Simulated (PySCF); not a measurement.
## Energy profile

The step: Si₂H₆ ([SiH3][SiH3]) + HF → Si₂H₅F ([F][SiH2][SiH3]) + H₂; bonds formed: Si1–F7, H2–H6; bonds broken: Si1–H2, H6–F7 (atoms numbered as in the saddle structure below).

```xyz
10
angstrom
Si -0.8247 -0.1223 -0.2955
H -0.9077 -1.8056 -0.5182
H -1.5858 0.6333 -1.3133
H -1.8501 -0.4194 0.7621
Si 0.9576 0.8530 0.8562
H -0.2387 -1.5742 -1.1613
F 0.4420 -0.7000 -1.6901
H 0.4268 1.7485 1.9190
H 1.7429 -0.2346 1.4994
H 1.8378 1.6213 -0.0584
```

Electronic energies by CCSD(T) at an estimated basis limit (MP2 extrapolated from triple and quadruple zeta, plus CCSD(T) − MP2 in triple zeta), on PBE0-D4/def2-TZVP structures; Si2H7F, singlet; no counterpoise correction. PySCF 2.14 with density fitting (its default auxiliary sets; JK sets also for MP2 and CCSD(T)); basis: def2-TZVPP and def2-QZVPP; cores frozen in the correlated methods. Extrapolation: Hartree–Fock as exp(−7.88 √X), correlation as X^−2.97.

Give the profile in eV, counted from the separated reactants. (Judge from chemistry; the value comes from the calculation.)

Computed:
| point | eV |
| --- | --- |
| separated: Si2H6 (linked as [SiH3][SiH3]; Si1, H2, H3, H4, Si5, H8, H9, H10; singlet) + HF (H6, F7; singlet) | 0.000 |
| start structure | -0.073 |
| saddle | 1.496 |
| end structure | -1.017 |
| separated: Si2H5F (linked as [F][SiH2][SiH3]; Si1, H3, H4, Si5, F7, H8, H9, H10; singlet) + H2 (H2, H6; singlet) | -0.994 |

T1 diagnostic: at most 0.015.

For scale, one of the runs: CCSD(T)/def2-TZVPP, 213 basis functions, launched by `OMP_NUM_THREADS=4 python run.py`. Time: 13 min of wall clock on 4 CPU threads of an Intel Xeon; the host was shared. Peak host memory: 2.7 GiB.
